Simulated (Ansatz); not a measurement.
`[F][Sn]([F])([I])[I]` + HCl → `[F][Sn]([F])([Cl])[I]` + HI at 600 K and 1 bar (ligand exchange at the Sn–I bond).

Calculated with Ansatz (gas phase, PBE0-D4/def2-TZVP geometries, no zero-point term in ΔE). CCSD(T)/CBS is the MP2 limit (def2-TZVPP, def2-QZVPP) plus CCSD(T) − MP2 in def2-TZVPP, frozen cores. This one scheme is used for every species. def2 core potentials past Kr. For I, Sn outer-core shells are correlated without core-valence functions, which leaves a few kJ/mol of doubt a bond.

| species | CCSD(T)/CBS energy (Eh) | H − E (kJ/mol) | S (J/(mol·K)) |
| --- | --- | --- | --- |
| `[F][Sn]([F])([I])[I]` | -1008.65280 | 67.2 | 472.3 |
| HCl | -460.38127 | 35.4 | 207.2 |
| `[F][Sn]([F])([Cl])[I]` | -1170.98597 | 67.5 | 456.9 |
| HI | -298.03592 | 31.6 | 227.0 |

H − E and S are ideal-gas, rigid-rotor, harmonic terms from PBE0-D4/def2-TZVP. 1 Eh = 2625.50 kJ/mol, R = 8.31446 J/(mol·K).

By hand: ΔE, ΔH, ΔS and ΔG.

ΔE = (-1170.98597) + (-298.03592) − (-1008.65280) − (-460.38127) = 0.01218 Eh = 32.0 kJ/mol. Δ(H − E) = 67.5 + 31.6 − 67.2 − 35.4 = -3.5, so ΔH = 28.5 kJ/mol. ΔS = 456.9 + 227.0 − 472.3 − 207.2 = 4.4 J/(mol·K). ΔG = 28.5 − 600 × (4.4)/1000 = 25.9 kJ/mol.

By hand: the equilibrium constant, and the temperature at which ΔG would vanish if ΔH and ΔS stayed fixed.

log₁₀ K = −ΔG/(RT ln 10) = -2.3. ΔG = 0 at ΔH/ΔS = 6477 K, far beyond where these terms or the molecules hold.

The number of gas molecules stays the same, so ΔS is small and ΔH decides. A doubt of 5 kJ/mol in ΔE shifts log₁₀ K by 0.4 here. Modes under 60 cm⁻¹, often nearly free rotors, make the harmonic entropy too high. These are equilibria of isolated gas molecules and say nothing of rates. Largest T1 diagnostic: 0.012 (customary marks: 0.02 for closed shells, 0.045 for open ones).
